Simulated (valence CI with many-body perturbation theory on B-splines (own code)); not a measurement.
# A CI+MBPT run for Nb²⁷⁺

Computed by relativistic CI+MBPT: four valence electrons over a frozen Dirac-Fock core [Ne], radial functions for each j: 5 s, 5 p, 3 d, 2 f, with the one-electron correlation potential Σ1 (screened to all orders), the two-electron term Σ2, the three-electron term Σ3, Breit, model QED; selected single and double excitations, second order for the rest, scaled by the run's own slope (own B-spline code, finite nucleus).

Command, and the settings that its task file holds:

```sh
python run_cv.py task.json out
```

```
atom Nb  Z=41  mass_number=93  rms_radius_fm=4.3240
core [Ne]
valence 3s2 3p2
avg = 1
basis = S
breit = 1
cap = 10000
capref = 1200
cscale = 1
de = 0.0
dress = 0
eps = 2e-08
extrap = 1
h = 0.27
hh = 1
l2 = 3
lcore = 6
maxit = 60
n2 = 5
natural = 0
nlev = 20
nno = [2, 2, 1, 1, 0]
nroot = 26
nsp = [3, 3, 2, 1, 0]
pt2 = 1
qed = 1
rpa = 1
s1 = 1
s2 = 1
s3 = 1
screen = 1
tol = 2e-05
whole = 1
```

It took 8 s on 1 thread of Arm Neoverse V2, on a shared host.

Log. The first blocks belong to the next ion, which gives the ionisation energy. Fields: 2J, parity (1 odd), roots, reference size, generating configurations, candidates as configurations/state functions, variational space P, stored matrix elements, Davidson steps; e2 is the range of second-order energies in hartree. The first line gives the box (bohr), its intervals, the orbitals and the steps of their self-consistent field. Window is the range of levels sought, series limit the energy at which the first omitted orbital would enter, core excitation an estimate of the first excitation out of the core, left out the lowest levels not solved, and shifts from estimates the range by which levels moved from their first estimate, all in cm⁻¹.

```
rmax 3.0 intervals 58 orbitals 25 references ['3s2 3p2', '3s 3p3', '3s2 3p 3d', '3p4', '3s 3p2 3d'] scf 4 t 0.7
2J=1 par=1 roots 2 ref 37 generators 6 cand 394/559 P 424/596 nnz 0 it 0
2J=1 par=1 roots 2 ref 37 generators 10 cand 99/154 P 523/750 nnz 0 it 0
   second order: generators 15 cand 306/431 e2 -0.00000 -0.00000
reference levels 484, estimated 51, window 1249998 1/cm; series limit 7977684, core excitation 18080472
2J=0 par=0 roots 3 ref 24 generators 13 cand 134/223 P 956/1423 nnz 0 it 3
2J=0 par=0 roots 3 ref 24 generators 14 cand 257/481 P 1213/1904 nnz 0 it 5
   second order: generators 20 cand 972/1790 e2 -0.00000 -0.00000
2J=2 par=0 roots 2 ref 41 generators 9 cand 122/554 P 972/3084 nnz 1.1e+06 it 3
2J=2 par=0 roots 2 ref 41 generators 12 cand 203/941 P 1175/4025 nnz 1.9e+06 it 4
   second order: generators 17 cand 1021/4291 e2 -0.00001 -0.00000
2J=4 par=0 roots 3 ref 62 generators 12 cand 195/683 P 946/3236 nnz 1.3e+06 it 3
2J=4 par=0 roots 3 ref 62 generators 20 cand 229/1235 P 1175/4471 nnz 2.3e+06 it 5
   second order: generators 27 cand 1319/7948 e2 -0.00003 -0.00001
2J=4 par=1 roots 8 ref 65 generators 19 cand 220/960 P 944/3516 nnz 1.5e+06 it 5
2J=4 par=1 roots 8 ref 65 generators 23 cand 431/2057 P 1375/5573 nnz 3.4e+06 it 8
   second order: generators 34 cand 1403/7894 e2 -0.00001 -0.00000
2J=2 par=1 roots 7 ref 53 generators 18 cand 266/1012 P 1129/3555 nnz 1.4e+06 it 6
2J=2 par=1 roots 7 ref 53 generators 22 cand 285/1124 P 1414/4679 nnz 2.3e+06 it 7
   second order: generators 36 cand 1669/7491 e2 -0.00001 -0.00000
2J=6 par=1 roots 4 ref 57 generators 14 cand 194/975 P 898/3479 nnz 1.5e+06 it 3
2J=6 par=1 roots 4 ref 57 generators 20 cand 370/1584 P 1268/5063 nnz 2.9e+06 it 5
   second order: generators 28 cand 1399/9586 e2 -0.00001 -0.00000
2J=0 par=1 roots 2 ref 20 generators 8 cand 273/439 P 1008/1525 nnz 0 it 4
2J=0 par=1 roots 2 ref 20 generators 11 cand 156/250 P 1164/1775 nnz 0 it 4
   second order: generators 16 cand 969/1801 e2 -0.00000 -0.00000
2J=8 par=1 roots 1 ref 38 generators 5 cand 199/791 P 683/2542 nnz 9.4e+05 it 3
2J=8 par=1 roots 1 ref 38 generators 11 cand 229/769 P 912/3311 nnz 1.4e+06 it 4
   second order: generators 13 cand 1098/6164 e2 -0.00001 -0.00001
left out: unestimated 1829528, estimated 1514342, shifts from estimates -2 to 0
operators 0.3
```

The Davidson iterations converged. The settings are bad on purpose, so the numbers may not be properties of the ion.

The last digits are not significant, and no measured levels were compared; by estimate large intervals hold to a few tenths of a per cent, small ones and those within an open d or f shell to about a per cent.

| Property | Result |
| --- | --- |
| Valence energy | -229.5927 hartree |
| Ionisation energy | 1437.4 eV (NIST: 1439 ± 3 eV (semi-empirical)) |
| Reference configurations for the orbitals | 3s2 3p2, 3s 3p3, 3s2 3p 3d, 3p4, 3s 3p2 3d |
| Radial orbitals | 25 |
| Box radius | 3.01 bohr |
| Largest variational space | 5573 |
| Lowest levels | (3s^2 3p1/2^2) J=0 0.00, (3s^2 3p1/2 3p3/2) J=1 17.53, (3s^2 3p1/2 3p3/2) J=2 21.81, (3s^2 3p3/2^2) J=2 42.61, (3s^2 3p3/2^2) J=0 52.82, (3s 3p1/2^2 3p3/2) J=2 81.01, (3s 3p1/2^2 3p3/2) J=1 95.95, (3s 3p1/2 3p3/2^2) J=2 100.69, (3s 3p1/2 3p3/2^2) J=3 106.68, (3s^2 3p1/2 3d3/2) J=2 [a] 114.77, (3s 3p1/2 3p3/2^2) J=0 116.07, (3s 3p1/2 3p3/2^2) J=1 [a] 118.24, (3s^2 3p1/2 3d3/2) J=2 [b] 125.17, (3s 3p1/2 3p3/2^2) J=1 [b] 130.91 eV |

Levels are named by their leading jj configuration (3d3/2^4 stands for four electrons in 3d with j = 3/2), which in mixed levels can hold well under half, so a name can repeat and another be missing. Letters in brackets count levels of one name in rising energy.
